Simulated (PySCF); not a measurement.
## Basis-set dependence of the excitation energy of Lu

Lu [Xe] 4f14 5d1 6s2 (2D) → Lu [Xe] 4f14 6s2 6p1 (2P). Calculated with PySCF 2.14 from differences of total energies of unrestricted determinants, without spin-orbit coupling. Values in eV.

| basis | Hamiltonian | functions | UHF | PBE | PBE0 | MP2 (valence) |
| --- | --- | --- | --- | --- | --- | --- |
| cc-pVDZ-X2C | spin-free X2C | 84 | 0.195 | 0.973 | 0.834 | 0.637 |
| x2c-TZVPPall | spin-free X2C | 99 | 0.145 | 0.919 | 0.789 | 0.543 |
| ANO-RCC-VTZP | spin-free X2C | 104 | 0.188 | 0.977 | 0.844 | 0.705 |
| x2c-TZVPPall with one added diffuse shell each of s, p, d type | spin-free X2C | 108 | 0.144 | 0.919 | 0.788 | 0.542 |

Frozen in the all-electron rows: valence: [Kr] 4d10.

Reference for a calculation without spin-orbit coupling: 0.641 eV (measured, between term centres; NIST).
